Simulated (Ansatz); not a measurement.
Total energies of CaO2H2 from Ansatz at PBE0-D4/def2-TZVP, gas phase (1 Eh = 27.2114 eV = 2625.5 kJ/mol). The reference geometry is relaxed at PBE0-D4/def2-TZVP.

```tsv
atom	x (Å)	y (Å)	z (Å)
Ca1	-0.008	-0.067	-0.199
O2	1.137	-1.597	0.478
O3	-1.138	1.587	-0.508
H4	-1.664	2.374	-0.609
H5	1.673	-2.297	0.837
```

```json
{"state": "charge 0 singlet", "geometry": "reference", "energy (Eh)": "-829.07121"}
{"state": "charge 1 doublet", "geometry": "reference", "energy (Eh)": "-828.73413"}
{"state": "charge 1 doublet", "geometry": "relaxed at PBE0-D4/def2-TZVP", "energy (Eh)": "-828.73658"}
{"state": "free Ca atom (singlet)", "geometry": "–", "energy (Eh)": "-677.37586"}
{"state": "free O atom (triplet)", "geometry": "–", "energy (Eh)": "-75.01860"}
{"state": "free H atom (doublet)", "geometry": "–", "energy (Eh)": "-0.50104"}
```

(1) Work out the vertical ionisation energy to the doublet.

(2) How much does the charge 1 doublet relax, and what is the adiabatic ionisation energy?

(3) What is the binding energy per atom against free atoms?

(1) E(charge 1 doublet) − E(charge 0 singlet) = -828.73413 − (-829.07121) = 0.33708 Eh = 9.17 eV. For comparison, −ε of the highest occupied level is 7.07 eV at this level, 2.10 eV less.

(2) Relaxation: -828.73413 − (-828.73658) = 0.00245 Eh = 0.07 eV. Adiabatic ionisation energy: 0.33463 Eh = 9.11 eV, without zero-point energy. 

(3) Atoms: 1 × (-677.37586) + 2 × (-75.01860) + 2 × (-0.50104) = -828.41514 Eh. Binding: -828.41514 − (-829.07121) = 0.65607 Eh = 17.85 eV, or 3.57 eV for each of 5 atoms (no zero-point energy, no counterpoise term).

The structure comes from a short search, and lower isomers may exist.
